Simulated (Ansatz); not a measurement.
Calculated with Ansatz (gas phase, PBE0-D4/def2-TZVP geometries, no zero-point term in ΔE). CCSD(T)/CBS is the MP2 limit (def2-TZVPP, def2-QZVPP) plus CCSD(T) − MP2 in def2-TZVPP, frozen cores. This one scheme is used for every species. DFT in def2-TZVPP. One conformer a species, not always the lowest.

`N[SiH2]B(N)O` + `C=N` → `C=NB(N)O` + `N[SiH3]`  (cleavage of the B–Si bond)

```
   level  ΔE (kcal/mol)
BHLYP-D4          -17.7
 ωB97M-V          -16.2
```

Question: What does CCSD(T)/CBS give? (An estimate is asked.)

Answer: Ansatz gave: -15.4 kcal/mol. The listed levels differ from it by -2.3, -0.8 kcal/mol.

Largest T1 diagnostic among the species: 0.012.

From r2SCAN to r2SCAN0 (25 % exact exchange), in def2-TZVPP and without D4, ΔE moves by −0.9 kcal/mol. In def2-TZVPP, CCSD(T) changes the Hartree–Fock value by +5.6 kcal/mol (the triples alone add +0.8 kcal/mol) and MP2 by +4.0 kcal/mol. Leaving LDA and LC-ωPBE aside and taking each functional with its dispersion term where it has one, the values, not all of them listed here, spread over 5.0 kcal/mol, from BHLYP-D4 to PBE-D4. LDA lies −1.3 kcal/mol from PBE without D4.

CCSD(T)/CBS has its own doubt, a few kJ/mol and more with outer-core shells, so smaller differences from it don't rank the levels.
